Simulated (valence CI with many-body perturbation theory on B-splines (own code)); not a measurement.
**From CI to CI+MBPT in Sb XLV**

Calculated by relativistic CI+MBPT: five valence electrons over a frozen Dirac-Fock core [He], a basis of 9 s, 9 p, 8 d, 6 f, 3 g, 1 h functions for each j, with the one-electron correlation potential Σ1 (screened to all orders), the two-electron term Σ2, the three-electron term Σ3, Breit, model QED; selected single and double excitations, second order for the rest (own B-spline code, finite nucleus).

No measured spectrum was set against this ion. As an estimate, large intervals hold to a few tenths of a per cent, small ones and those within an open d or f shell to about a per cent. Among the levels kept, up to 1400 cm⁻¹ of a level comes from second order outside the variational space, and about a tenth of that is noise between levels of different J, which matters for small intervals.

Each rung adds one term. CI alone is the Dirac-Coulomb CI over the frozen core; QED comes last and gives the full result, which names the levels. Energies are above (2s^2 2p1/2^2 2p3/2) J=3/2 on the same rung, in Ry.

Levels are named by their leading jj configuration (3d3/2^4 stands for four electrons in 3d with j = 3/2), which in mixed levels can hold well under half, so a name can repeat and another be missing. Letters in brackets count levels of one name in rising energy.

| Level | CI alone |
| --- | --- |
| (2s^2 2p1/2 2p3/2^2) J=3/2 | 18.41 |
| (2s^2 2p1/2 2p3/2^2) J=5/2 | 20.04 |
| (2s^2 2p1/2 2p3/2^2) J=1/2 | 21.86 |
| (2s 2p1/2^2 2p3/2^2) J=5/2 | 33.41 |
| (2s 2p1/2^2 2p3/2^2) J=1/2 | 37.85 |
| (2s 2p1/2^2 2p3/2^2) J=3/2 | 38.13 |
| (2s^2 2p3/2^3) J=3/2 | 40.44 |
| (2s 2p1/2 2p3/2^3) J=3/2 [a] | 53.15 |
| (2s 2p1/2 2p3/2^3) J=5/2 | 55.63 |
| (2s 2p1/2 2p3/2^3) J=1/2 | 57.85 |
| (2s 2p1/2 2p3/2^3) J=3/2 [b] | 58.83 |
| (2p1/2^2 2p3/2^3) J=3/2 | 75.20 |
| (2s 2p3/2^4) J=1/2 | 77.55 |
| (2p1/2 2p3/2^4) J=1/2 | 95.06 |
| (2s^2 2p1/2^2 3s) J=1/2 | 297.66 |
| (2s^2 2p1/2^2 3p1/2) J=1/2 | 302.14 |

Q: What do these energies become with core correlation, Breit and QED?

A: (2s^2 2p1/2 2p3/2^2) J=3/2 18.15 (-0.258); (2s^2 2p1/2 2p3/2^2) J=5/2 19.56 (-0.486); (2s^2 2p1/2 2p3/2^2) J=1/2 21.65 (-0.206); (2s 2p1/2^2 2p3/2^2) J=5/2 32.96 (-0.455); (2s 2p1/2^2 2p3/2^2) J=1/2 37.61 (-0.245); (2s 2p1/2^2 2p3/2^2) J=3/2 37.72 (-0.407); (2s^2 2p3/2^3) J=3/2 39.88 (-0.558); (2s 2p1/2 2p3/2^3) J=3/2 [a] 52.56 (-0.593); (2s 2p1/2 2p3/2^3) J=5/2 54.81 (-0.817); (2s 2p1/2 2p3/2^3) J=1/2 57.24 (-0.610); (2s 2p1/2 2p3/2^3) J=3/2 [b] 58.09 (-0.746); (2p1/2^2 2p3/2^3) J=3/2 74.48 (-0.724); (2s 2p3/2^4) J=1/2 76.69 (-0.857); (2p1/2 2p3/2^4) J=1/2 94.05 (-1.002); (2s^2 2p1/2^2 3s) J=1/2 297.52 (-0.139); (2s^2 2p1/2^2 3p1/2) J=1/2 302.00 (-0.137).

Q: How does the ionisation energy move along the ladder, and which term matters most?

A: CI alone 7395.1, + Σ1 7395.4, + Σ2 7395.5, + Σ3 7395.4, + Breit 7390.8, + QED 7390.5 eV. The largest step is Breit, -4.6 eV. NIST lists 7390 ± 4 eV (theoretical).
